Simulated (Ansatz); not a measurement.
`N=C(O)[SiH3]` + CH₄ → `CC(=N)O` + SiH₄  (formal exchange of groups at a C–Si bond)

Gas-phase electronic energies from Ansatz, PBE0-D4/def2-TZVP geometries. CCSD(T)/CBS is the MP2 limit (def2-TZVPP, def2-QZVPP) plus CCSD(T) − MP2 in def2-TZVPP, frozen cores. This one scheme is used for every species. Functionals use def2-TZVPP. HSE06 is defined as in plane-wave codes. One conformer a species, not always the lowest.

(1) Is it downhill or uphill in electronic energy at CCSD(T)/CBS, and by how much? (An estimate is asked.)

(2) What do these levels give: PBE0, HSE06, CAM-B3LYP, HF/def2-TZVPP, CCSD(T)/def2-TZVPP, SCS-MP2/def2-QZVPP? (Best estimate.)

Largest T1 diagnostic among the species: 0.014.

Results:

(1) The calculation gave: Uphill: ΔE = +2.6 kcal/mol.

(2) The calculation gave: PBE0 1.7, HSE06 1.7, CAM-B3LYP 1.5, HF/def2-TZVPP -0.7, CCSD(T)/def2-TZVPP 1.9, SCS-MP2/def2-QZVPP 2.3 kcal/mol.

From r2SCAN to r2SCAN0 (25 % exact exchange), in def2-TZVPP and without D4, ΔE moves by −1.0 kcal/mol. At CCSD(T), def2-SVP lies −2.9 kcal/mol from the extrapolated value and def2-TZVPP −0.6 kcal/mol.
